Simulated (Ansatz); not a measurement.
`[CH3][SnH2][CH2][SiH3]` + `BOC=N` → `[CH3][SnH2][O]C=N` + `BC[SiH3]`  (redistribution)

Gas-phase electronic energies from Ansatz, PBE0-D4/def2-TZVP geometries. CCSD(T)/CBS adds triple-zeta CCSD(T) − MP2 to the extrapolated MP2 energy (def2 sets, frozen cores). Functionals use def2-TZVPP. B3LYP here is the variant with VWN-RPA as its local correlation; programs differ in this. def2 core potentials past Kr. For Sn outer-core shells are correlated without core-valence functions, which leaves a few kJ/mol of doubt a bond. Each species was taken in one conformer, which may not be the lowest.

| level | ΔE (kJ/mol) | difference from CCSD(T)/CBS |
| --- | --- | --- |
| PBE-D4 | 52.5 | -10.1 |
| r2SCAN-D4 | 51.3 | -11.3 |
| PBE0-D4 | 58.4 | -4.2 |
| B3LYP-D4 | 58.6 | -4.0 |
| ωB97M-V | 61.7 | -0.9 |
| B2PLYP | 60.1 | -2.5 |
| PBE | 52.1 | -10.5 |
| PBE0 | 57.9 | -4.7 |
| B3LYP | 58.0 | -4.6 |
| MP2/def2-TZVPP | 66.8 | 4.2 |
| SCS-MP2/def2-TZVPP | 66.2 | 3.6 |
| CCSD(T)/def2-TZVPP | 66.4 | 3.8 |
| HF/def2-QZVPP | 65.3 | 2.7 |
| HF/CBS(def2) | 65.2 | 2.6 |
| MP2/CBS(def2) | 63.1 | 0.5 |
| CCSD/CBS(def2) | 64.2 | 1.6 |
| CCSD(T)/CBS | 62.6 | 0 |

Largest T1 diagnostic among the species: 0.015.

From PBE to PBE0 (25 % exact exchange), in def2-TZVPP and without D4, ΔE moves by +5.8 kJ/mol.
